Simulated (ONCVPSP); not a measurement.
# Cl (Z = 17): variants of one ONCV potential

Base potential:

Cl (Z = 17), optimised norm-conserving Vanderbilt (ONCV), made with ONCVPSP 4.0.1 (PBE, scalar-relativistic). Core [Ne], reference 3s2 3p4.75 (charge +0.25). Waves: 3s: rc 1.35 bohr, ncon 5, nbas 9, qcut 4.3 1/bohr, 2 projectors, debl 1.4 Ha; 3p: rc 1.15 bohr, ncon 3, nbas 8, qcut 6.8 1/bohr, 2 projectors, debl 2.6 Ha; d scattering state at 0.39 Ha: rc 1.25 bohr, ncon 5, nbas 9, qcut 6.9 1/bohr, 2 projectors, debl 0.3 Ha. Local part: polynomial inside 0.90 bohr (lpopt 3, dvloc0 1 Ha). Core correction: Teter function, fcfact 3, rcfact 1.75.

All-electron outer shells of the reference configuration (PBE, scalar-relativistic, ld1.x):

```
shell  level (eV)  outermost node (bohr)  outermost maximum (bohr)
   2s     -255.67                   0.12                      0.36
   2p     -194.61                      –                      0.30
   3s      -23.39                   0.55                      1.27
   3p      -11.15                   0.53                      1.43
```

Cutoffs, loose and tight: the cutoffs (Ha) at which the residual kinetic energy of the hardest occupied pseudo-wave falls to 1 and 0.1 mHa per electron. They do not see the model core or the augmentation charge, which bear on the density cutoff. Test errors are all-electron minus pseudo excitation energies from the reference, over the configurations 3s2 3p5; 3s2 3p4; 3s2 3p3; 3s1 3p6. A dash means not determined; rows that change the core or the reference have their own tests.

A true bound ghost makes a file unfit for plane-wave use even where its test errors are small: the radial tests pick states by their node count and pass the ghost by.

| change | outcome | cutoff, loose | cutoff, tight | bound ghosts | GHOST(+) flags above zero | largest test error (meV) |
| --- | --- | --- | --- | --- | --- | --- |
| base | generated | 75 Ha | 114 Ha | none | s, d | -1.7 |
| local potential polynomial inside 0.90 bohr (lpopt 3, dvloc0 -3 Ha) | generated | 75 Ha | 114 Ha | d | s, d | -1.7 |
| all radii but the core radius scaled by about 1.09 (s 1.48, p 1.26, d 1.36 bohr); local potential polynomial inside 0.98 bohr (lpopt 3, dvloc0 1 Ha) | generated | 74 Ha | 99 Ha | none | s, d | -4.6 |
| s: debl 1.1 | generated | 75 Ha | 114 Ha | none | s, d | -1.7 |
| s: nproj 3 | generated | 75 Ha | 114 Ha | s | s, d | -1.7 |
| reference 3s2 3p4 | generated | 81 Ha | 115 Ha | none | s, d | -8.7 |
| s: qcut 3 | generated | 104 Ha | 124 Ha | none | s, d | -2.7 |
| d: rc 1.15, qcut 7.5 | generated | 75 Ha | 114 Ha | none | s, d | -1.7 |

Problem. What comes out with this change to the base: p: rc 1.02?

Solution. outcome: generated; cutoff, loose: 75 Ha; cutoff, tight: 218 Ha; bound ghosts: none; GHOST(+) flags above zero: s, p, d; largest test error (meV): -10.

Problem. What comes out with this change to the base: core correction Teter function, fcfact 3, rcfact 1.16?

Solution. outcome: generated; cutoff, loose: 75 Ha; cutoff, tight: 114 Ha; bound ghosts: none; GHOST(+) flags above zero: s, d; largest test error (meV): +4.5.

Problem. What comes out with this change to the base: core correction Teter function, fcfact 4.5, rcfact 1.75?

Solution. outcome: generated; cutoff, loose: 75 Ha; cutoff, tight: 114 Ha; bound ghosts: none; GHOST(+) flags above zero: s, d; largest test error (meV): -5.4.
